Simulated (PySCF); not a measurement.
Compound: C4H10AlB.
Atom-mapped SMILES: `[BH2:1][C@H:2]1[CH2:3][CH2:4][CH2:5][AlH:6]1` (hydrogens: H7, H8 on B1; H9 on C2; H10, H11 on C3; H12, H13 on C4; H14, H15 on C5; H16 on Al6)

Cartesian coordinates in Å at the PBE0-D3(BJ)/def2-SVP level; atoms count from 1:
```xyz
16
C4H10AlB angstrom
B      2.2393    0.2098    0.6002
C      1.1339   -0.1282   -0.3509
C      0.0679   -1.2042   -0.1432
C     -1.3416   -0.7376   -0.5387
C     -1.6838    0.5920    0.1514
Al     0.0437    1.5205    0.1500
H      3.1335    0.9636    0.2757
H      2.1895   -0.1696    1.7572
H      1.3005    0.1261   -1.4191
H      0.0692   -1.5010    0.9207
H      0.3412   -2.1099   -0.7111
H     -1.3705   -0.5978   -1.6349
H     -2.0801   -1.5266   -0.3152
H     -2.5374    1.1150   -0.3070
H     -1.9660    0.4148    1.2084
H      0.4553    3.0392    0.3469
```

Computed with PySCF at B3LYP/def2-SVPD, non-relativistic, on one gas-phase PBE0-D3(BJ)/def2-SVP geometry that isn't relaxed in the solvent. The solvent is an IEF-PCM continuum (cavity from Bondi-type radii × 1.2). The model holds no explicit solvent molecules, cavitation or dispersion.

Gas phase at B3LYP/def2-SVPD: HOMO -7.20 eV, LUMO -1.84 eV, dipole 2.12 D.

What does the continuum do to the energy, the frontier levels and the dipole at B3LYP/def2-SVPD in acetonitrile and water?

```json
{"solvent": "acetonitrile", "ε": "35.69", "E(solvent) − E(gas) (kcal/mol)": "-4.64", "polarisation term (kcal/mol)": "-5.57", "distortion of the solute (kcal/mol)": "0.93", "HOMO (eV)": "-6.95", "LUMO (eV)": "-1.41", "dipole (D)": "2.88"}
{"solvent": "water", "ε": "78.36", "E(solvent) − E(gas) (kcal/mol)": "-4.78", "polarisation term (kcal/mol)": "-5.77", "distortion of the solute (kcal/mol)": "0.99", "HOMO (eV)": "-6.95", "LUMO (eV)": "-1.40", "dipole (D)": "2.90"}
```

The polarisation term is half the interaction of the solute with the surface charges that it induces; the rest is the cost of distorting the solute's density. The sum is the electrostatic part of solvation alone. From acetonitrile to water the lowering changes by a factor 1.03, Onsager's factor (ε − 1)/(2ε + 1) by 1.02 and ε itself by 2.2.

Which radius a makes the point-dipole formula ΔE = −[(ε − 1)/(2ε + 1)]·μ²/a³ give the value in water, with the gas-phase dipole?

μ = 0.836 au and |ΔE| = 0.00761 Eh give a = 1.88 Å; the farthest nucleus lies 3.29 Å from the centroid of the nuclei, so such a sphere wouldn't even hold the nuclei. The formula assumes a rigid point dipole at the centre of a sphere.

Give the dipole vector in the frame of the coordinates (D, pointing from negative to positive charge), gas and water.

Gas (-1.95, 0.12, -0.82), solvent (-2.65, 0.30, -1.15). Its length changes by +37 % and its direction by 3°.

How does the static polarisability (B3LYP/def2-SVPD, frozen core, with the continuum's full static response) change?

```tsv
medium	isotropic (au)	principal values (au)	⟨r²⟩ of the electrons (bohr²)
gas	89.7	74.5, 91.3, 103.4	725.6
acetonitrile	125.9	108.2, 126.6, 143.0	727.8
water	127.2	109.6, 127.7, 144.2	727.9
```

The isotropic value in water is 1.42 times the gas-phase one; no cavity-field correction is applied. ⟨r²⟩ is taken about the centre of nuclear charge.
